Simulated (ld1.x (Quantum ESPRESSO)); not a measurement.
## Mo: one change to a TM potential, before and after

- Element: Mo (Z = 42)
- Generator: ld1.x (Quantum ESPRESSO) 7.5
- Type: norm-conserving Troullier–Martins (Kleinman–Bylander form)
- Functional: PBEsol
- Relativity: scalar-relativistic
- Frozen core: [Ar] 3d10 4s2
- Valence charge: 12
- Reference configuration: 4p6 4d5 5s1 5p0
- Partial waves: 5s (bound): rc 3.00 bohr; 4p (bound): rc 1.35 bohr; 4d (bound): rc 2.10 bohr
- Local potential: all-electron potential smoothed inside 2.80 bohr (lloc = -1)
- Core correction: Bessel-smoothed model core, default radius (core density twice the valence density)

Change: local potential all-electron potential smoothed inside 3.60 bohr (lloc = -1).

Cutoffs: the cutoffs (Ry, on a coarse ladder) from which the occupation-weighted sum of valence levels, in a spherical-Bessel basis at the reference potential, stays within 10 and 1 mRy of its value at 400 Ry; they do not see the model core or the augmentation charge, which bear on the density cutoff. Errors are all-electron minus pseudo energies relative to the spin-unpolarised reference configuration.

Q: Predict the effect on cutoff, ghosts and configuration errors.

A: The potential gets neither clearly harder nor softer (60 Ry and 110 Ry → 60 Ry and 110 Ry); of the 7 tests that both files solve, the error grows in 5 and shrinks in 0 by more than 15 % and 0.3 meV (median size 17.0 → 51.0 meV); neither file shows a bound ghost. The local part now departs from the all-electron potential out to 3.60 bohr, far beyond the p radius of 1.35 bohr, and whatever the projectors do not describe feels it: the likely cause.

| quantity | base | changed |
| --- | --- | --- |
| cutoff, loose | 60 Ry | 60 Ry |
| cutoff, tight | 110 Ry | 110 Ry |
| bound ghosts | none | none |
| error for 4p6 4d5 5s0 5p0, meV [ΔE 6.90 eV] | -13 | -14 |
| error for 4p6 4d4 5s0 5p0, meV [ΔE 22.36 eV] | -17 | -57 |
| error for 4p6 4d3 5s0 5p0, meV [ΔE 49.08 eV] | -78 | -219 |
| error for 4p6 4d5 5s0.5 5p0, meV [ΔE 2.74 eV] | -2.8 | -3.2 |
| error for 4p6 4d2 5s0 5p0, meV [ΔE 88.56 eV] | -204 | -469 |
| error for 4p6 4d5.5 5s0.5 5p0, meV [ΔE 0.29 eV] | -7.9 | -12 |
| error for 4p6 4d4 5s2 5p0, meV [ΔE 0.18 eV] | -26 | -51 |
